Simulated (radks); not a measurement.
Results of a calculation; reference values are marked as such.
Excited configurations of Fe3+: one electron is placed in a higher orbital outside [Ar] 3d4. The ground configuration is [Ar] 3d5. Code: a radial shooting solver on a logarithmic mesh with Libxc functionals. Model: scalar-relativistic Kohn-Sham, r2SCAN, spin-unpolarised, spherical densities, finite nucleus; meta-GGA in the generalised Kohn-Sham scheme; Fermi nuclear charge, rms radius 3.7377 fm. Excitation = E - E(ground); binding = E(ion) - E, where the ion is the core of charge +4; n* = 4/sqrt(2 binding) in atomic units, and the quantum defect is n - n*.

outer orbital  excitation (eV)  binding (eV)     n*  quantum defect
4s                      14.928        38.019  2.393           1.607
4p                      22.569        30.378  2.677           1.323
5s                      34.097        18.849  3.398           1.602
6s                      41.651        11.296  4.390           1.610
6p                      43.036         9.910  4.687           1.313
6d                      45.097         7.850  5.266           0.734
6f                      46.760         6.187  5.932           0.068
7s                      45.423         7.524  5.379           1.621
7d                      47.377         5.569  6.252           0.748
7f                      48.378         4.568  6.903           0.097

The Delta-SCF ionisation energy is 52.946 eV (NIST Atomic Spectra Database: 54.91 eV, measured). Self-interaction in the functional shifts the binding energies and quantum defects, so they are the method's values and not measured ones. Spin polarisation and multiplet splitting are left out, so open shells lie too high by an amount that depends on their filling.

Beside tabulated values, note that spin-unpolarised runs miss the spin-polarisation part of the exchange energy of open shells.
